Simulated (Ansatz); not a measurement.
`[CH3][Ge]([F])([Cl])[C]#N` + H–F → `[CH3][Ge]([F])([F])[Cl]` + `C#N` at 500 K and 1 bar (ligand exchange at a Ge–C bond).

Gas-phase electronic energies from Ansatz, PBE0-D4/def2-TZVP geometries. CCSD(T)/CBS adds triple-zeta CCSD(T) − MP2 to the extrapolated MP2 energy (def2 sets, frozen cores). This one scheme is used for every species. For Ge outer-core shells are correlated without core-valence functions, which leaves a few kJ/mol of doubt a bond. Scalar relativity is left out up to krypton.

```csv
species,CCSD(T)/CBS energy (Eh),H − E (kJ/mol),S (J/(mol·K))
`[CH3][Ge]([F])([Cl])[C]#N`,-2768.37719,179.5,450.7
H–F,-100.39570,39.4,188.7
`[CH3][Ge]([F])([F])[Cl]`,-2775.47323,157.6,416.2
`C#N`,-93.32098,60.1,220.8
```

H − E and S are ideal-gas, rigid-rotor, harmonic terms from PBE0-D4/def2-TZVP, for one conformer and one mirror image of each species. 1 Eh = 2625.50 kJ/mol, R = 8.31446 J/(mol·K).

Question: By hand: ΔE, ΔH, ΔS and ΔG.

Answer: ΔE = (-2775.47323) + (-93.32098) − (-2768.37719) − (-100.39570) = -0.02132 Eh = -56.0 kJ/mol. Δ(H − E) = 157.6 + 60.1 − 179.5 − 39.4 = -1.2, so ΔH = -57.2 kJ/mol. ΔS = 416.2 + 220.8 − 450.7 − 188.7 = -2.4 J/(mol·K). ΔG = -57.2 − 500 × (-2.4)/1000 = -56.0 kJ/mol.

Question: By hand: the equilibrium constant, and the temperature at which ΔG would vanish if ΔH and ΔS stayed fixed.

Answer: log₁₀ K = −ΔG/(RT ln 10) = 5.9. ΔG = 0 at ΔH/ΔS = 23833 K, far beyond where these terms or the molecules hold.

The number of gas molecules stays the same, so ΔS is small and ΔH decides. A doubt of 5 kJ/mol in ΔE shifts log₁₀ K by 0.5 here. Other conformers and mirror images would add mixing entropy, several J/(mol·K) or more a flexible species. These are equilibria of isolated gas molecules and say nothing of rates. Largest T1 diagnostic: 0.014 (customary marks: 0.02 for closed shells, 0.045 for open ones).
